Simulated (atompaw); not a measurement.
# hydrogen: PAW (atompaw) pseudisation with PBE, scalar-relativistic reference atom.

H, PAW, made with atompaw 4.2.0.5 (PBE, scalar-relativistic). Core none, reference 1s1. Waves: 1s (bound): rc 1.20 bohr; 1s channel at 0.65 Ry: rc 1.20 bohr; 2p channel at 0.35 Ry: rc 1.00 bohr; 2p channel at 1.7 Ry: rc 1.00 bohr. Local part: troulliermartins scheme with l = 2 at 0 Ry, radius 1.10 bohr. Core correction: none. Augmentation charge: besselshape compensation charge, radius 0.90 bohr; PAW radius 1.20 bohr; waves and projectors: custom rrkj vanderbiltortho.

All-electron outer shells of the reference configuration (PBE, scalar-relativistic, ld1.x):

| shell | level (eV) | outermost node (bohr) | outermost maximum (bohr) |
| --- | --- | --- | --- |
| 1s | -6.49 | – | 1.03 |

Calculated quality:

```json
{"Cutoffs needed": "15 Ry and 25 Ry (the cutoffs (Ry, on a coarse ladder) from which the occupation-weighted sum of valence levels, in a spherical-Bessel basis at the reference potential, stays within 10 and 1 mRy of its value at 400 Ry)", "Ghost test": "no extra level below or beside the all-electron valence levels (s, p, d, f tested) (spherical-Bessel basis up to 400 Ry, 20 bohr box)", "Lowest eigenvalue of the overlap operator": "0.98 (p channel)", "Overlap eigenvalues printed by atompaw (projector basis)": "0.624, 12.9, 359, 2.16e+04", "Share of each valence orbital outside the PAW sphere": "1s 61 %"}
```

Generation and tests took about 0.23 s on one core of a shared server CPU.
